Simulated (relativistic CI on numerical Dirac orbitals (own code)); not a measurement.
# Energy levels of Tm8+

Calculated at this level of theory: Dirac-Coulomb-Breit CI, orbitals from a KLI potential per configuration, model QED, unscaled Slater integrals (own radial code, finite nucleus).

CI space (outside the closed core [Ar] 3d10 4s2 4d10): 4p⁶4f¹¹5s²5p², 4p⁶4f⁹5s²5p⁴, 4p⁶4f¹³5s², 4p⁶4f¹²5s²5p, 4p⁶4f¹¹5s5p³, 4p⁶4f¹¹5s²5p5d, 4p⁶4f¹¹5p⁴, 4p⁶4f¹³5s5p, 4p⁶4f¹³5p², 4p⁶4f¹²5s²5d, 4p⁶4f¹²5s5p², 4p⁶4f¹²5s²6s, 4p⁶4f¹²5p³, 4p⁶4f¹²5s²6p, 4p⁶4f¹¹5s²5p6s, 4p⁶4f¹²5s²5f, 4p⁶4f¹²5s5p6s, 4p⁶4f¹²5s²5g, 4p⁶4f¹¹5s²6s², 4p⁵4f¹³5s²5p. The list is cut by size and lacks configurations that can hold low levels.

```csv
No.,Configuration,Term,J,E (eV),%,Landé g,jj configuration (%)
41,4p⁶4f⁹5s²5p⁴,⁶G°,9/2,4.3777,21,1.215,4f5/2^5 4f7/2^4 5p3/2^2 (35)
42,4p⁶4f⁹5s²5p⁴,⁶H°,5/2,4.3841,48,0.468,4f5/2^4 4f7/2^5 5p3/2^2 (35)
43,4p⁶4f⁹5s²5p⁴,⁴D°,7/2,4.4581,38,1.466,4f5/2^5 4f7/2^4 5p3/2^2 (38)
44,4p⁶4f⁹5s²5p⁴,⁴H°,9/2,4.5253,23,1.154,4f5/2^4 4f7/2^5 5p3/2^2 (39)
45,4p⁶4f⁹5s²5p⁴,⁶K°,19/2,4.5728,41,1.197,4f7/2^3 5p3/2^2 (55)
46,4p⁶4f⁹5s²5p⁴,⁶N°,25/2,4.5923,77,1.180,4f5/2^5 4f7/2^4 5p3/2^2 (63)
47,4p⁶4f⁹5s²5p⁴,⁶G°,13/2,4.6148,54,1.334,4f5/2^4 4f7/2^5 5p3/2^2 (33)
48,4p⁶4f⁹5s²5p⁴,⁴D°,5/2,4.6413,27,1.312,4f5/2^5 4f7/2^4 5p3/2^2 (40)
49,4p⁶4f⁹5s²5p⁴,⁴I°,11/2,4.7510,30,1.009,4f5/2^4 4f7/2^5 5p3/2^2 (36)
50,4p⁶4f⁹5s²5p⁴,⁴F°,9/2,4.7671,24,1.316,4f5/2^5 4f7/2^4 5p3/2^2 (32)
51,4p⁶4f⁹5s²5p⁴,⁶H°,15/2,4.7833,32,1.260,4f7/2^3 5p3/2^2 (35)
52,4p⁶4f⁹5s²5p⁴,⁶G°,7/2,4.8170,26,1.248,4f5/2^4 4f7/2^5 5p3/2^2 (28)
53,4p⁶4f⁹5s²5p⁴,⁶I°,17/2,4.8198,29,1.194,4f7/2^3 5p3/2^2 (43)
54,4p⁶4f⁹5s²5p⁴,⁶F°,3/2,4.8322,35,1.180,4f5/2^4 4f7/2^5 5p3/2^2 (44)
55,4p⁶4f⁹5s²5p⁴,⁶H°,15/2,4.8761,63,1.294,4f5/2^4 4f7/2^5 5p3/2^2 (34)
56,4p⁶4f⁹5s²5p⁴,⁶F°,1/2,4.8794,42,-0.100,4f5/2^4 4f7/2^5 5p3/2^2 (36)
57,4p⁶4f⁹5s²5p⁴,⁶G°,11/2,4.9313,34,1.331,4f7/2^3 5p3/2^2 (36)
58,4p⁶4f⁹5s²5p⁴,⁴H°,7/2,4.9520,38,0.711,4f5/2^4 4f7/2^5 5p3/2^2 (40)
59,4p⁶4f⁹5s²5p⁴,⁴I°,15/2,5.0690,19,1.229,4f7/2^3 5p3/2^2 (36)
60,4p⁶4f⁹5s²5p⁴,⁶L°,21/2,5.1237,36,1.162,4f5/2^5 4f7/2^4 5p3/2^2 (90)
61,4p⁶4f⁹5s²5p⁴,⁶N°,23/2,5.1336,43,1.153,4f5/2^5 4f7/2^4 5p3/2^2 (63)
62,4p⁶4f⁹5s²5p⁴,⁶H°,7/2,5.1636,26,1.018,4f5/2^5 4f7/2^4 5p3/2^2 (36)
63,4p⁶4f⁹5s²5p⁴,⁴I°,9/2,5.1850,41,0.741,4f5/2^4 4f7/2^5 5p3/2^2 (36)
64,4p⁶4f⁹5s²5p⁴,⁶I°,13/2,5.2402,25,1.115,4f5/2^5 4f7/2^4 5p3/2^2 (41)
65,4p⁶4f⁹5s²5p⁴,⁸D°,11/2,5.2966,44,1.508,4f5/2^5 4f7/2^4 5p3/2^2 (35)
66,4p⁶4f⁹5s²5p⁴,⁶K°,19/2,5.3710,25,1.157,4f5/2^5 4f7/2^4 5p3/2^2 (71)
67,4p⁶4f⁹5s²5p⁴,⁶H°,5/2,5.4102,39,0.590,4f5/2^4 4f7/2^5 5p3/2^2 (32)
68,4p⁶4f⁹5s²5p⁴,⁶L°,17/2,5.4799,35,1.116,4f5/2^5 4f7/2^4 5p3/2^2 (59)
69,4p⁶4f⁹5s²5p⁴,⁸D°,9/2,5.4804,24,1.455,4f5/2^5 4f7/2^4 5p3/2^2 (39)
70,4p⁶4f⁹5s²5p⁴,⁶L°,21/2,5.5436,51,1.181,4f5/2^5 4f7/2^4 5p3/2^2 (54)
```

Energies count from the lowest computed level; ° marks odd parity. Filled j subshells are mostly left out of the jj labels.

The mean weight of the leading LS term, summed over parents, in these 30 levels is 36 %, and that of the leading jj configuration (from the same eigenvectors) 43 %.

At this charge configurations can still be misplaced by up to about 7 % of their energy. Terms inside the open d or f shell come out 10 to 20 % too wide with unscaled integrals. Levels and lines within the n = 5 or 6 shells can be off by up to 10 % or somewhat more, and those that change n by about 2 %, since core polarisation is missing. The computed lowest level isn't the tabulated ground level, which NIST ASD gives as 4f11 5s2 5p2 °.

LS names give the leading component of a level, which can be under half, so a name can repeat, a term be missing and a line seem to break the LS rules.
